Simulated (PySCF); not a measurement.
C2H6GaI, SMILES [CH3][Ga]([CH3])[I], PBE0/def2-SVP optimised geometry.

```
10

Ga    -0.22    -0.10     0.00
I     -1.32    -2.37     0.01
C      1.74    -0.10     0.00
H      2.11     0.33     0.95
H      2.12     0.53    -0.82
H      2.15    -1.12    -0.11
C     -1.47     1.41     0.00
H     -0.95     2.37     0.03
H     -2.15     1.33     0.87
H     -2.10     1.36    -0.90
```

Density from PBE0/def2-TZVP, def2 effective core potentials past Kr run with PySCF at that geometry. The core electrons that the potentials of I replace are not part of the density.

Minimum of the electron density along straight lines between bonded atoms, close to the bond critical point (lines longer than 1.1 times the sum of covalent radii, or with two minima, are not listed):

```json
[
 {"bond": "Ga1–I2", "length / Å": "2.527", "ρ at the minimum / e bohr⁻³": "0.070", "∇²ρ there / e bohr⁻⁵": "0.07", "position (fraction from the first atom)": "0.42"},
 {"bond": "Ga1–C3", "length / Å": "1.960", "ρ at the minimum / e bohr⁻³": "0.116", "∇²ρ there / e bohr⁻⁵": "0.19", "position (fraction from the first atom)": "0.48"},
 {"bond": "C3–H4", "length / Å": "1.102", "ρ at the minimum / e bohr⁻³": "0.265", "∇²ρ there / e bohr⁻⁵": "-0.86", "position (fraction from the first atom)": "0.64"},
 {"bond": "C3–H5", "length / Å": "1.102", "ρ at the minimum / e bohr⁻³": "0.265", "∇²ρ there / e bohr⁻⁵": "-0.86", "position (fraction from the first atom)": "0.64"},
 {"bond": "C3–H6", "length / Å": "1.098", "ρ at the minimum / e bohr⁻³": "0.270", "∇²ρ there / e bohr⁻⁵": "-0.89", "position (fraction from the first atom)": "0.64"},
 {"bond": "Ga1–C7", "length / Å": "1.960", "ρ at the minimum / e bohr⁻³": "0.116", "∇²ρ there / e bohr⁻⁵": "0.19", "position (fraction from the first atom)": "0.48"},
 {"bond": "C7–H8", "length / Å": "1.100", "ρ at the minimum / e bohr⁻³": "0.268", "∇²ρ there / e bohr⁻⁵": "-0.88", "position (fraction from the first atom)": "0.64"},
 {"bond": "C7–H9", "length / Å": "1.101", "ρ at the minimum / e bohr⁻³": "0.266", "∇²ρ there / e bohr⁻⁵": "-0.87", "position (fraction from the first atom)": "0.64"},
 {"bond": "C7–H10", "length / Å": "1.101", "ρ at the minimum / e bohr⁻³": "0.266", "∇²ρ there / e bohr⁻⁵": "-0.87", "position (fraction from the first atom)": "0.64"}
]
```
